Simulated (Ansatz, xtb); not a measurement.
# Two isomers of CH6OSi2

Structure a is `C[Si@@H]1O[SiH2]1`, a singlet and structure b is `C[Si]O[SiH3]`, a singlet. Both are isolated molecules in the gas phase, relaxed with BLYP-D3(BJ)/def2-SVP; the shapes shown needn't be the lowest conformers.

a (Å):

```xyz
10

C     0.6125    1.6759   -0.0227
O    -1.2732   -0.3753    1.2145
Si   -0.1485   -0.0473   -0.0722
Si   -0.0452   -1.5688    1.5620
H     1.0299    1.8969    0.9786
H    -0.1636    2.4352   -0.2564
H     1.4216    1.7707   -0.7758
H    -0.6989   -0.3575   -1.4336
H     0.6404   -1.3534    2.8795
H    -0.5329   -2.9841    1.4671
```

b (Å):

| atom | x (Å) | y (Å) | z (Å) |
| --- | --- | --- | --- |
| C | 0.3377 | 1.7707 | -0.0968 |
| O | -1.1421 | -0.5344 | 0.4262 |
| Si | -1.4085 | 0.9620 | -0.3271 |
| Si | -0.0157 | -1.4984 | 1.2327 |
| H | 0.5952 | 1.8365 | 0.9852 |
| H | 0.4009 | 2.7902 | -0.5300 |
| H | 1.1237 | 1.1410 | -0.5734 |
| H | 1.1709 | -1.7604 | 0.3513 |
| H | 0.4484 | -0.8172 | 2.4872 |
| H | -0.6685 | -2.7977 | 1.5857 |

Energies in hartree; the thermal terms are from BLYP-D3(BJ)/def2-SVP harmonic frequencies (ideal gas, rigid rotor, one conformer each, 298.15 K, 1 atm) and include the zero-point energy:

```
                              a           b
E, CCSD(T)/def2-SVP  −694.419606  −694.434122
    E, MP2/def2-SVP  −694.355437  −694.365506
  E, MP2/def2-TZVPP  −694.842592  −694.847552
  zero-point energy     0.064247     0.063118
       H(298 K) − E     0.071592     0.071397
       G(298 K) − E     0.034623     0.031027
```

Question: Correct the CCSD(T) difference for the basis set by the MP2 change, then work out ΔE, ΔE₀, ΔH and ΔG for a → b in kJ/mol (1 Eh = 2625.50 kJ/mol) and the equilibrium ratio [b]/[a].

Answer: 1. Differences b − a: CCSD(T) −0.014516, MP2 in the small set −0.010069, MP2 in the large set −0.004960 Eh.
2. ΔE = −0.014516 + (−0.004960 − (−0.010069)) = −0.009407 Eh = −24.70 kJ/mol.
3. ΔE₀ = ΔE + ΔZPE = −0.009407 + (−0.001129) Eh = −27.66 kJ/mol.
4. ΔH = ΔE + (−0.000195) Eh = −25.21 kJ/mol.
5. ΔG = ΔE + (−0.003596) Eh = −34.14 kJ/mol, so ΔS = (ΔH − ΔG)/T = +29.9 J/(mol K).
6. kT = 0.9442 mEh, so K = [b]/[a] = exp(−ΔG/kT) = exp(+13.77) ≈ 9.6 × 10^5.

Structure b is favoured at this temperature. An error of 4 kJ/mol in ΔG would change K by a factor of 5. The basis-set step is large, which makes the value less sure. Mirror images and further conformers aren't counted.

As drawn, a has 1 Si–Si more. Structure a has a 3-membered ring, b no ring.

Other levels gave ΔE = −35.6 (BLYP-D3(BJ)/def2-SVP); −65.4 (HF/def2-SVP); −26.4 (MP2/def2-SVP); −38.1 (CCSD(T)/def2-SVP) kJ/mol. The correlated steps freeze 12 core orbitals. Programs: Ansatz 0.2.0.
